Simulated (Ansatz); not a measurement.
The cluster Mg3Cl4⁺. Total charge 1; doublet. Geometry PBE0-D4/def2-SVP.

```
atom   x (Å)   y (Å)   z (Å)
 Mg1   0.912  -1.002   1.235
 Mg2  -1.677  -0.649  -0.356
 Mg3   1.065   2.284  -1.226
 Cl4   0.031  -2.289  -0.557
 Cl5  -1.259  -0.369   1.966
 Cl6  -1.248   1.246  -1.584
 Cl7   2.177   0.779   0.522
```

B3LYP takes the VWN-RPA correlation. The structure comes from a short search, and lower isomers may exist.

Problem. Estimate the α-spin orbital energies around the gap (eV) in Ansatz with r2SCAN-D4/def2-TZVP, r2SCANh-D4/def2-TZVP, B3LYP-D4/def2-TZVP, PBE0-D4/def2-SVP, PBE0-D4/def2-TZVP.

Solution. 
| orbital | r2SCAN-D4/def2-TZVP | r2SCANh-D4/def2-TZVP | B3LYP-D4/def2-TZVP | PBE0-D4/def2-SVP | PBE0-D4/def2-TZVP |
| --- | --- | --- | --- | --- | --- |
| HOMO−5 | -12.46 | -12.97 | -13.18 | -13.58 | -13.50 |
| HOMO−4 | -12.41 | -12.91 | -13.13 | -13.52 | -13.42 |
| HOMO−3 | -12.38 | -12.89 | -13.10 | -13.51 | -13.41 |
| HOMO−2 | -12.19 | -12.70 | -12.92 | -13.29 | -13.23 |
| HOMO−1 | -12.08 | -12.59 | -12.80 | -13.21 | -13.12 |
| HOMO | -8.11 | -8.36 | -8.61 | -8.74 | -8.72 |
| LUMO | -6.50 | -6.28 | -6.54 | -6.38 | -6.25 |
| LUMO+1 | -6.08 | -5.84 | -6.11 | -5.92 | -5.81 |
| LUMO+2 | -4.93 | -4.67 | -4.47 | -4.39 | -4.36 |
| LUMO+3 | -3.94 | -3.69 | -3.63 | -3.58 | -3.52 |
| LUMO+4 | -3.70 | -3.46 | -3.60 | -3.41 | -3.42 |
| LUMO+5 | -3.64 | -3.44 | -3.46 | -3.32 | -3.32 |
| β HOMO | -12.07 | -12.58 | -12.79 | -13.19 | -13.11 |
| β LUMO | -6.63 | -6.44 | -6.84 | -6.58 | -6.48 |
